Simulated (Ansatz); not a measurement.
Ga(H2O)F3 (GaOF₃H₂): single points at one geometry.

```yaml
crystal:
  periodic: [false, false, false]
  atoms:
    - {symbol: Ga, position_ang: [0.180253, -0.062688, -0.856736]}
    - {symbol: O, position_ang: [0.195048, 0.034752, 1.222603]}
    - {symbol: H, position_ang: [-0.460125, -0.660215, 1.453483]}
    - {symbol: H, position_ang: [-0.257478, 0.889195, 1.395651]}
    - {symbol: F, position_ang: [1.823120, -0.299014, -1.429018]}
    - {symbol: F, position_ang: [-0.554370, 1.545590, -0.977019]}
    - {symbol: F, position_ang: [-0.926448, -1.447610, -0.808954]}
basis:
  gaussian: {orbitals: def2-TZVPP, initial_orbitals: start.molden}
correlation: {method: ccsd_t}
scf: {omitted_lower_state_checks: [starts]}
output: {orbitals: {seedname: orbitals}}
```

The file start.molden holds the orbitals of an earlier run on this structure, at another level or in another basis.

```sh
$ ansatz run in.yaml --threads 2 --pin off --events-out ev --progress --plain --max-ram 32768MiB --backend cuda --devices 0, --max-vram 18GiB
```

It prints (some lines left out):

```
Functional definition: HF
1307 factors; integrals over basis functions are off by at most 9.4e-4 eV
mean field evaluation 1: about -62528.4129 eV, gradient 3.7e1 eV
mean field evaluation 2: about -62529.6148 eV, gradient 1.4e0 eV
mean field evaluation 4: about -62529.8271 eV, gradient 1.6e-2 eV
mean field evaluation 8: about -62529.8271 eV, gradient 2.0e-6 eV
mean field -62529.82711051 eV, -2297.9287620723 hartree, gradient 6.2e-6 eV, S^2 0.000000; 0 other end points of the search recorded, 0 dependent functions left out
13 core orbitals not correlated: weight in the atoms' cores, before any rotation towards them, 1.000 or more for the frozen orbitals, at most 0.000 for the correlated occupied ones
reference -62529.82711051 eV, -2297.9287620723 hartree; 21, 21 occupied and 166, 166 virtual orbitals, 1307 factors
second order -33.64492645 eV of doubles, -0.00000000 eV of singles
cycle   1  -32.57044420 eV  change     1.1e0 eV  update   1.3e-1
cycle   2  -33.32543159 eV  change   -7.5e-1 eV  update   3.8e-2
cycle   3  -33.48605976 eV  change   -1.6e-1 eV  update   1.8e-2
cycle   4  -33.46654552 eV  change    2.0e-2 eV  update   4.3e-3
cycle   5  -33.46059637 eV  change    5.9e-3 eV  update   1.6e-3
cycle   6  -33.46192558 eV  change   -1.3e-3 eV  update   4.9e-4
cycle   7  -33.46195198 eV  change   -2.6e-5 eV  update   1.5e-4
cycle   8  -33.46181783 eV  change    1.3e-4 eV  update   5.1e-5
cycle   9  -33.46181209 eV  change    5.7e-6 eV  update   1.7e-5
perturbative correction -1.04660015 eV, -0.0384618459 hartree
Total energy: -62564.33552275 eV, -2299.1969228315 hartree
Checks for a lower state left out: starts
```

Hardware: 2 threads of AMD EPYC 7R13 on a shared host and a share (18 GiB) of an NVIDIA H100 80GB HBM3. Wall time 9.5 s, peak host memory 0.79 GiB.

The first input with `gaussian: {orbitals: def2-TZVP, initial_orbitals: start.molden}`, `hamiltonian: {xc: r2scan, dispersion: d4}` and without the key `correlation` (abridged; 3.1 s, on the CPU threads alone):

```
Functional definition: r2SCAN
mean field -62612.73804958 eV, -2300.9756828840 hartree, gradient 1.2e-5 eV, S^2 0.000000
Total energy: -62612.76456940 eV, -2300.9766574695 hartree
Checks for a lower state left out: starts
```

As the first input, with `gaussian: {orbitals: def2-TZVP, initial_orbitals: start.molden}`, `hamiltonian: {xc: pbe}`, `correlation: {method: rpa}` and without the key `output` (abridged; 3.8 s, on the CPU threads alone):

```
Functional definition: PBE
mean field -62599.38155334 eV, -2300.4848407006 hartree, gradient 4.6e-6 eV, S^2 0.000000
13 core orbitals not correlated: weight in the atoms' cores, before any rotation towards them, 1.000 or more for the frozen orbitals, at most 0.000 for the correlated occupied ones
Total energy: -62576.93152467 eV, -2299.6598173640 hartree
Checks for a lower state left out: starts
```

The first input with `gaussian: {orbitals: def2-TZVPD, initial_orbitals: start.molden}`, `hamiltonian: {xc: r2scan, dispersion: d4}` and without the key `correlation` (abridged; 4.6 s, on the CPU threads alone):

```
Functional definition: r2SCAN
mean field -62612.86713448 eV, -2300.9804266664 hartree, gradient 2.4e-5 eV, S^2 0.000000
Total energy: -62612.89366665 eV, -2300.9814017059 hartree
Checks for a lower state left out: starts
```

First input, but with `gaussian: {orbitals: def2-TZVP, initial_orbitals: start.molden}`, `hamiltonian: {xc: {name: B2PLYP}}` and without the key `correlation`, `output` (abridged; 4.9 s, on the CPU threads alone):

```
Functional definition: B2PLYP
mean field -62591.09238674 eV, -2300.1802194464 hartree, gradient 2.4e-6 eV, S^2 0.000000
13 core orbitals not correlated: weight in the atoms' cores, before any rotation towards them, 1.000 or more for the frozen orbitals, at most 0.000 for the correlated occupied ones
second order -40.07083836 eV of doubles, -0.00000000 eV of singles
Total energy: -62601.91164299 eV, -2300.5778197802 hartree
Checks for a lower state left out: starts
```

As the first input, with `gaussian: {orbitals: def2-TZVPD, initial_orbitals: start.molden}`, `hamiltonian: {xc: pbe, dispersion: d4}` and without the key `correlation` (abridged; 2.8 s, on the CPU threads alone):

```
Functional definition: PBE
mean field -62599.55013478 eV, -2300.4910359541 hartree, gradient 2.0e-5 eV, S^2 0.000000
Total energy: -62599.66319700 eV, -2300.4951909141 hartree
Checks for a lower state left out: starts
```

Geometry: PBE-D4/def2-SVP.

Correlated methods freeze 13 core orbitals; core or outer-core shells of Ga are correlated, in sets that lack core-valence functions.
